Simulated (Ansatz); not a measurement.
`[CH3][Ta](=[O])([F])[Cl]` and `[O]=[Ta]([OH])([F])[Cl]` differ in one atom or group.

Ansatz, PBE0-D4/def2-TZVP geometries, multiplicity 1. Each molecule was computed in one conformer, which needn't be the lowest.

Elements past krypton have def2 core potentials.

| property | `[CH3][Ta](=[O])([F])[Cl]` |
| --- | --- |
| HOMO energy (ωB97M-V/def2-TZVPP) / eV | -11.46 |
| HOMO–LUMO gap (ωB97M-V/def2-TZVPP) / eV | 11.47 |
| zero-point energy (PBE0-D4/def2-TZVP) / kJ/mol | 108.7 |
| HOMO energy (PBE0/def2-TZVPP) / eV | -9.16 |
| size of the dipole moment (PBE/def2-TZVPP) / D | 2.31 |
| LUMO energy (B3LYP/def2-TZVPP) / eV | -2.37 |

Question: Give the same properties after the change, and the shifts. (Estimate.)

Answer: Ansatz gave: 
```tsv
property	`[O]=[Ta]([OH])([F])[Cl]`	shift
HOMO energy (ωB97M-V/def2-TZVPP) / eV	-11.74	-0.28
HOMO–LUMO gap (ωB97M-V/def2-TZVPP) / eV	12.09	0.62
zero-point energy (PBE0-D4/def2-TZVP) / kJ/mol	50.7	-58.0
HOMO energy (PBE0/def2-TZVPP) / eV	-9.46	-0.30
size of the dipole moment (PBE/def2-TZVPP) / D	3.45	1.14
LUMO energy (B3LYP/def2-TZVPP) / eV	-2.07	0.30
```

With PBE0 the HOMO falls by 0.30 eV and the LUMO rises by 0.31 eV, so the gap widens by about 0.61 eV. PBE moves the HOMO by -0.17 eV and ωB97M-V by -0.28 eV. The zero-point energy changes by -58.0 kJ/mol with -6 modes. Dipoles are sizes alone; their direction can turn.

Positive LUMOs are unbound, so they and the gaps depend on the basis.

B3LYP here is the variant with VWN-RPA as its local correlation; programs differ in this.
